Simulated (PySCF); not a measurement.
Cl₂Sn, charge +1, doublet, geometry from GFN2-xTB (such geometries of metal compounds can be far from the true shape) (a state made from the parent by changing its charge; the spin is typed, not shown lowest) (core potentials on Sn); DF-TPSS/def2-TZVPD (PySCF).

PySCF was given this input:
```python
from pyscf import gto, scf, dft
import numpy

mol = gto.M(
    atom='''
Sn    0.00755256   -0.00709993    0.44602132
Cl    1.31419946    1.64977004   -0.65225992
Cl   -1.33641287   -1.62888789   -0.65956749
''',
    basis='def2-tzvpd',
    ecp={'Sn': 'def2-tzvpd'},
    charge=1,
    spin=1,
    verbose=4,
    cart=True,
)
print('smallest overlap eigenvalue', numpy.linalg.eigvalsh(mol.intor('int1e_ovlp'))[0])

mf = dft.UKS(mol)
mf.xc = 'tpss'
mf = mf.density_fit(auxbasis='def2-universal-jkfit')
mf.kernel()
```

Output, abridged:

```
PySCF version 2.14.0

[INPUT] verbose = 4
[INPUT] num. atoms = 3
[INPUT] num. electrons = 55
[INPUT] charge = 1
[INPUT] spin (= nelec alpha-beta = 2S) = 1
[INPUT] symmetry False subgroup None
[INPUT] Mole.unit = angstrom
[INPUT] Cartesian GTO integrals (6d 10f)
[INPUT] Symbol           X                Y                Z      unit          X                Y                Z       unit  Magmom
[INPUT]  1 Sn     0.007552560000  -0.007099930000   0.446021320000 AA    0.014272269939  -0.013416923204   0.842858140517 Bohr   0.0
[INPUT]  2 Cl     1.314199460000   1.649770040000  -0.652259920000 AA    2.483477052451   3.117613544113  -1.232592610831 Bohr   0.0
[INPUT]  3 Cl    -1.336412870000  -1.628887890000  -0.659567490000 AA   -2.525454313644  -3.078151999721  -1.246401916767 Bohr   0.0

nuclear repulsion = 202.669099466715
number of shells = 50
number of NR pGTOs = 270
number of NR cGTOs = 170
basis = def2-tzvpd
ecp = {'Sn': 'def2-tzvpd'}
smallest overlap eigenvalue 2.3801503299869227e-05

******** <class 'pyscf.df.df_jk.DFUKS'> ********
method = DFUKS
initial guess = minao
damping factor = 0
level_shift factor = 0
DIIS = <class 'pyscf.scf.diis.CDIIS'>
diis_start_cycle = 1
diis_space = 8
diis_damp = 0
SCF conv_tol = 1e-09
SCF conv_tol_grad = None
SCF max_cycles = 50
direct_scf = False
number electrons alpha = 28  beta = 27
XC library pyscf.dft.libxc version 7.1.2
    S. Lehtola, C. Steigemann, M. J. T. Oliveira, and M. A. L. Marques,  SoftwareX 7, 1–5 (2018)
XC functionals = tpss
    J. Tao, J. P. Perdew, V. N. Staroverov, and G. E. Scuseria,  Phys. Rev. Lett. 91, 146401 (2003)
    J. P. Perdew, J. Tao, V. N. Staroverov, and G. E. Scuseria,  J. Chem. Phys. 120, 6898 (2004)
    J. Tao, J. P. Perdew, V. N. Staroverov, and G. E. Scuseria,  Phys. Rev. Lett. 91, 146401 (2003)
    J. P. Perdew, J. Tao, V. N. Staroverov, and G. E. Scuseria,  J. Chem. Phys. 120, 6898 (2004)
radial grids:
    Treutler-Ahlrichs [JCP 102, 346 (1995); DOI:10.1063/1.469408] (M4) radial grids

becke partition: Becke, JCP 88, 2547 (1988); DOI:10.1063/1.454033
pruning grids: <function nwchem_prune>
grids dens level: 3
symmetrized grids: False
atomic radii adjust function: <function treutler_atomic_radii_adjust>
small_rho_cutoff = 0
Set gradient conv threshold to 3.16228e-05
tot grids = 59720
site-packages/pyscf/df/df_jk.py:484: LinAlgWarning: An ill-conditioned matrix detected: slice 0 has rcond = 1.658047518079837e-19.
  rho = scipy.linalg.solve(opt.j2c, jaux.T)
init E= -1096.91630235377

cycle= 1 E= -1131.74829576291  delta_E= -34.8  |g|= 2.56  |ddm|= 96.3
cycle= 2 E= -1079.84906526296  delta_E= 51.9  |g|= 7.54  |ddm|= 21.1
cycle= 3 E= -1134.2759528661  delta_E= -54.4  |g|= 0.585  |ddm|=   12
cycle= 4 E= -1133.82563325936  delta_E= 0.45  |g|= 0.99  |ddm|= 3.04
cycle= 5 E= -1134.43068457956  delta_E= -0.605  |g|= 0.141  |ddm|= 1.45
cycle= 6 E= -1134.43084840994  delta_E= -0.000164  |g|= 0.141  |ddm|= 0.493
cycle= 7 E= -1134.44193371236  delta_E= -0.0111  |g|= 0.0665  |ddm|= 0.284
cycle= 8 E= -1134.44499638149  delta_E= -0.00306  |g|= 0.0105  |ddm|= 0.115
cycle= 9 E= -1134.44507740684  delta_E= -8.1e-05  |g|= 0.00282  |ddm|= 0.0442
cycle= 10 E= -1134.44508148327  delta_E= -4.08e-06  |g|= 0.00127  |ddm|= 0.00494
cycle= 11 E= -1134.44508221775  delta_E= -7.34e-07  |g|= 0.000473  |ddm|= 0.0036
cycle= 12 E= -1134.44508238527  delta_E= -1.68e-07  |g|= 0.000122  |ddm|= 0.00136
cycle= 13 E= -1134.4450823923  delta_E= -7.03e-09  |g|= 3.5e-05  |ddm|= 0.000266
cycle= 14 E= -1134.44508239302  delta_E= -7.27e-10  |g|= 8.32e-06  |ddm|= 8.96e-05
site-packages/pyscf/df/df_jk.py:484: LinAlgWarning: An ill-conditioned matrix detected: slice 0 has rcond = 1.6580475180798364e-19.
  rho = scipy.linalg.solve(opt.j2c, jaux.T)
Extra cycle  E= -1134.44508239294  delta_E= 8.25e-11  |g|= 1e-05  |ddm|= 3.73e-05
converged SCF energy = -1134.44508239294  <S^2> = 0.75470221  2S+1 = 2.0046967
```
